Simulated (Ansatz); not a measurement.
Species: SiNH4, charge 0, doublet. SiNH4 (SMILES N[SiH2], doublet).
B3LYP-D3(BJ)/def2-TZVP minimum from Ansatz (a program for electronic structure):
```
N
H 1 1.0087
H 1 1.0087 2 110.98
Si 1 1.7309 2 120.36 3 -148.43
H 4 1.4907 1 106.96 2 -48.13
H 4 1.4907 5 110.36 1 116.00
```
Charge 0, spin multiplicity 2.

Atomisation energy term by term, kcal/mol (programs: Ansatz). Radicals and triplets start from unrestricted determinants; spin-orbit coupling is neglected. Cores are frozen in correlated methods. Rows without X2C or -DK are non-relativistic. CBS(X,Y): correlation extrapolated as X^-3, Hartree-Fock from the larger set (Q,5: extrapolated as (X+1)exp(-9√X)). A bracket is a step between two methods taken in the basis named. '+ core + X2C': CCSD(T) terms for core correlation (cc-pwCVTZ, 1s frozen past Ne) and scalar relativity (cc-pVTZ-DK). Where a partner has so few electrons that a lower coupled-cluster level is exact, that level stands in.

```tsv
term	basis	kcal/mol
Hartree-Fock	CBS(cc-pV(Q+d)Z,cc-pV(5+d)Z)	300.35
CCSD correlation	CBS(cc-pV(Q+d)Z,cc-pV(5+d)Z)	116.49
(T)	CBS(cc-pV(Q+d)Z,cc-pV(5+d)Z)	5.59
CCSDT(Q) - CCSD(T)	cc-pV(D+d)Z	0.45
core correlation	cc-pwCVTZ	0.46
scalar relativity	X2C, cc-pVTZ-DK	-0.89
sum: De		422.4
```
